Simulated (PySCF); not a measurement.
# How methods differ on the ionisation energy of Sc⁺

Sc⁺ [Ar] 3d1 4s1 (3D) → Sc²⁺ [Ar] 3d1 (2D), as a difference of total energies. Computed with PySCF 2.14 in aug-cc-pwCVTZ-DK with one added diffuse shell each of s, p, d, f, g type (11s10p8d5f4g, 152 functions), with scalar relativity by spin-free X2C-1e. Correlated levels: valence: [Ar] frozen; valence and next inner shell: [Ne] frozen; nothing frozen. The calculations carry no spin-orbit coupling.

Task: Order these methods by the ionisation energy they give, lowest first.
A. SCS-MP2 (valence and next inner shell)
B. MP2 (all electrons)
C. PBE0
D. SCS-MP2 (valence)

Result: D (12.252 eV), A (12.642 eV), B (12.789 eV), C (12.946 eV).

For comparison: 12.800 eV (measured; NIST Atomic Spectra Database, ionization energies).
